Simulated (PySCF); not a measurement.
# Trend along group 15: MSi anions

CCSD(T) with triple-zeta basis sets in PySCF, for the lowest determinant that a PBE0 search found; no spin–orbit coupling. De refers to high-spin ground-configuration atoms (the charge goes to the atom of lower measured ionisation energy or higher electron affinity, which is not always the lowest computed limit).

```csv
M,basis,"reference, frozen orbitals",charged atom,state (unpaired electrons),Re (Å),ωe (cm⁻¹),De (eV)
N,def2-TZVPPD,"RHF, 6",Si−,singlet (closed shell),1.603,1127,n/a
P,def2-TZVPPD,"RHF, 10",Si−,singlet (closed shell),2.024,671,n/a
As,def2-TZVPPD,"RHF, 14",Si−,singlet (closed shell),2.121,537,n/a
Sb,def2-TZVPPD,"RHF, 9",Si−,singlet (closed shell),2.325,446,n/a
```

The shortest bond is that of SiN⁻ (1.603 Å), the longest that of SiSb⁻ (2.325 Å).

Down a group the atoms grow and get heavier, so bonds lengthen and wavenumbers fall; this series shows no clear exception.

Correlated steps freeze the inner cores (6 to 14 orbitals); shallow outer-core shells are correlated. These are scalar-relativistic numbers at best; spin–orbit coupling would shift them, the dissociation energy most. The CCSD T1 diagnostic is raised in SiN⁻, SiP⁻, a sign that a single reference may not be enough there.
